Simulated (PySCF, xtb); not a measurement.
1-bromobuta-1,2-diene (C₄H₅Br), SMILES CC=C=CBr.

Harmonic wavenumbers (cm⁻¹) from GFN2-xTB in xtb 6.7.1 at its own minimum, in rising order: 93, 135, 178, 249, 389, 513, 615, 667, 834, 931, 1023, 1073, 1138, 1189, 1388, 1393, 1470, 1479, 2058, 3004, 3017, 3025, 3056, 3079.

What does PBE-D3(BJ)/def2-SVP (PySCF) give at its own minimum? (The exact figures need the calculation; the answer reports its results.)

97, 147, 194, 258, 418, 538, 652, 679, 830, 871, 997, 1049, 1107, 1175, 1329, 1361, 1401, 1423, 2012, 2965, 3036, 3041, 3089, 3129. Paired by order, the mean absolute difference is 30 cm⁻¹ and the zero-point energies are 45.7 and 45.5 kcal/mol.
